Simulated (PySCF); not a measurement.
Precursor series Nb Cl-OH. All species are isolated molecules in the gas phase. One relaxed conformer stands for each flexible species; it need not be the lowest.

The HOMO–LUMO gap from two functionals at the same geometries (BP86-D3(BJ)/def2-SVP), both in PySCF: PBE-D3(BJ)/def2-TZVP and B3LYP-D3(BJ)/def2-TZVP. B3LYP has the VWN-RPA correlation part, as in Gaussian. 

```
species                                    PBE-D3(BJ)/def2-TZVP (eV)  B3LYP-D3(BJ)/def2-TZVP (eV)
-----------------------------------------  -------------------------  ---------------------------
0 of 5 Cl replaced by OH ([Nb(Cl)5])                            2.82                         4.30
2 of 5 Cl replaced by OH ([Nb(Cl)3(OH)2])                       3.93                         5.53
3 of 5 Cl replaced by OH ([Nb(Cl)2(OH)3])                       3.85                         5.53
4 of 5 Cl replaced by OH ([Nb(Cl)(OH)4])                        3.72                         5.41
```

Over these rows, drawn at random from the members with no instability flagged (it was tested for open shells, ions and some series alone), PBE minus B3LYP-D3(BJ): mean -1.61 eV, from -1.69 eV to -1.48 eV.
